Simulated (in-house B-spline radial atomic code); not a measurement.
## Removing one electron from Kr⁸⁺

Closed shell [Ar] 3d10. Computed with a B-spline radial code for spherical atoms: Koopmans values of Dirac-Hartree-Fock plus a diagonal self-energy, in second order or with its direct term screened (direct RPA, with the hole-particle interaction, or full time-dependent Hartree-Fock), linearised in energy; no-pair Dirac-Coulomb Hamiltonian, finite nucleus. Shifts add to the Koopmans value (the ΔSCF shift is orbital relaxation alone); the final value takes TDHF screening with Breit and QED.

Command:
```bash
python run_mb.py task.json out
```
Settings (nuclear radius in fm, box in bohr, cutoff in hartree):
```
basis_form          2
Z                   36
core_configuration  [Ar] 3d10
rms_radius          4.1884
mass_number         84
speed_of_light      137.036
box_radius          8.273
lmax                7
intervals           61
virtual_cutoff      5184.0
```

Time taken, with all properties: 21 s on 1 thread of Arm Neoverse V1, on a shared host.

Energies in eV:

```
subshell  Koopmans  ΔSCF shift  second order  direct RPA  hole-particle    TDHF  Breit + QED   final
   3d5/2    235.24      -3.868             ?           ?              ?       ?            ?       ?
   3d3/2    236.65      -3.942        -3.421      -1.260         -1.780  -1.871       -0.057  234.72
```

Problem. What does the self-energy do to 3d5/2?

Solution. It shifts the removal energy by -3.326 eV in second order, -1.215 with direct RPA, -1.726 with the hole-particle term and -1.813 with TDHF screening (quasi-particle weight 0.981); Breit and QED add 0.001 eV. The final value is 233.43 eV, against 233 ± 0.7 eV (NIST, semi-empirical).
